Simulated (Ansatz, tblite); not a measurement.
Cost and result up the ladder for TeH2 (3 atoms). Charge 0, multiplicity 1. Geometry: PBE0-D4/def2-TZVP.

```xyz
3

Te   -0.363    0.376    0.577
H     0.877    0.743   -0.458
H    -0.513   -1.119   -0.119
```

Ansatz on 4 threads of Intel Xeon on a shared host; xTB runs through tblite on one thread. Times are rough, summed over both states, and most runs start from the orbitals of an earlier one. PBE0-D4/def2-TZVP serves as the yardstick here, not as an exact answer. The other state is a triplet.

In the def2 sets Te takes a core potential; there is no spin–orbit coupling. The xTB rows come from tblite.

xTB has no spin-polarisation term.

```csv
level,functions,wall time
GFN2-xTB,11,0.022 s
GFN1-xTB,13,0.043 s
PBE-D4/def2-TZVP,62,5.4 s
PBE0-D4/def2-TZVP (with forces),62,7.2 s
r2SCAN-D4/def2-TZVP,62,10 s
```

Task: Estimate what each level gives for the vertical triplet (eV).

Result: 
| level | vertical triplet (eV) | difference from PBE0-D4/def2-TZVP (eV) |
| --- | --- | --- |
| GFN2-xTB | 4.27 | 0.48 |
| GFN1-xTB | 4.92 | 1.12 |
| PBE-D4/def2-TZVP | 3.78 | -0.02 |
| PBE0-D4/def2-TZVP (with forces) | 3.79 | 0.00 |
| r2SCAN-D4/def2-TZVP | 3.75 | -0.05 |
